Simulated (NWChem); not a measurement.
Species: C₂H₆OSi, singlet; SMILES CO[Si]C

```xyz
10

Si    -0.8298    -0.7582    -0.0005
C      0.9627    -1.4440    -0.0010
H      0.9450    -2.5454    -0.0029
H      1.5321    -1.1188     0.8889
H      1.5328    -1.1158    -0.8893
O     -0.5809     0.8916     0.0020
C      0.5419     1.7261     0.0028
H      1.4936     1.1680     0.0093
H      0.5247     2.3727    -0.8900
H      0.5171     2.3805     0.8897
```
Atoms are numbered in this order, from 1.

Computed with NWChem. Low-valent species are run as closed-shell singlets; no triplet was tried in these runs. The geometry was optimised at PBE0/def2-SVP. Level: PBE0/def2-SVP with SMD (1 M gas to 1 M solution), gas-phase geometry. Reactions with the solvent are ignored.

Task: Predict the results for solvent toluene. Quantities: solvation free energy (kcal/mol); cavity-dispersion-structure term (kcal/mol); dipole in solution (D).

Result: The solvation free energy (kcal/mol) comes out as -2.7, the cavity-dispersion-structure term (kcal/mol) comes out as -0.9 and the dipole in solution (D) is 2.72.
